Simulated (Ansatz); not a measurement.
Consider the redistribution: `[F][Ti]([F])([F])[Cl]` + `C[SiH](F)[SeH]` → `[F][Ti]([F])([Cl])[SeH]` + `C[SiH](F)F`.

Gas-phase electronic energies from Ansatz, PBE0-D4/def2-TZVP geometries. CCSD(T)/CBS adds triple-zeta CCSD(T) − MP2 to the extrapolated MP2 energy (def2 sets, frozen cores). Functionals use def2-TZVPP. B3LYP here is the variant with VWN-RPA as its local correlation; programs differ in this. For Se, Ti outer-core shells are correlated without core-valence functions, which leaves a few kJ/mol of doubt a bond. Scalar relativity is left out up to krypton. Each species was taken in one conformer, which may not be the lowest.

`[F][Ti]([F])([F])[Cl]`:

```xyz
5

F     1.700   -0.434   -0.203
Ti    0.027    0.011   -0.079
F    -0.156    1.680   -0.521
F    -0.909   -0.972   -1.160
Cl   -0.661   -0.285    1.963
```

`C[SiH](F)[SeH]`:

Cartesian coordinates in Å:
```
C -1.158 -0.061 -0.172
Si 0.486 0.354 0.573
F 0.704 -0.608 1.835
Se 2.192 0.144 -0.906
H -1.378 0.609 -1.005
H -1.167 -1.088 -0.545
H -1.948 0.038 0.577
H 0.581 1.749 1.063
H 1.688 -1.137 -1.420
```

`[F][Ti]([F])([Cl])[SeH]`:

Z-matrix (Å, degrees):
```
Ti
F 1 1.735
Cl 1 2.181 2 110.8
F 1 1.740 2 113.4 3 122.9
Se 1 2.402 2 105.2 3 -118.7
H 5 1.474 1 88.4 2 -163.5
```

`C[SiH](F)F`:

```xyz
8

C    -0.651    0.697   -0.257
Si    0.530   -0.615    0.258
F     1.924    0.039    0.656
F     0.814   -1.595   -0.963
H    -0.255    1.264   -1.103
H    -0.836    1.392    0.566
H    -1.607    0.259   -0.555
H     0.082   -1.441    1.398
```

CCSD(T)/CBS gives -0.31 eV.

Another level gave -0.19 eV. Which?
A. B3LYP/def2-TZVPP
B. CAM-B3LYP-D4/def2-TZVPP
C. LC-ωPBE/def2-TZVPP
D. B2PLYP/def2-TZVPP

B. CAM-B3LYP-D4 -0.19, B3LYP -0.24, B2PLYP -0.32, LC-ωPBE -0.03 eV.

What do rigid-rotor, harmonic-oscillator terms from PBE0-D4/def2-TZVP frequencies (298.15 K, 1 bar) make of the CCSD(T)/CBS value? (An estimate is asked.)

Ansatz gave: ΔZPE = 0.00 eV, ΔH = -0.31 eV, ΔS = 14 J/(mol·K), ΔG = -0.35 eV.

Largest T1 diagnostic among the species: 0.024, so the coupled-cluster value is less sure than usual.

From PBE to PBE0 (25 % exact exchange), in def2-TZVPP and without D4, ΔE moves by −0.05 eV. In def2-TZVPP, CCSD(T) changes the Hartree–Fock value by −0.07 eV (the triples alone add −0.06 eV) and MP2 by −0.14 eV.
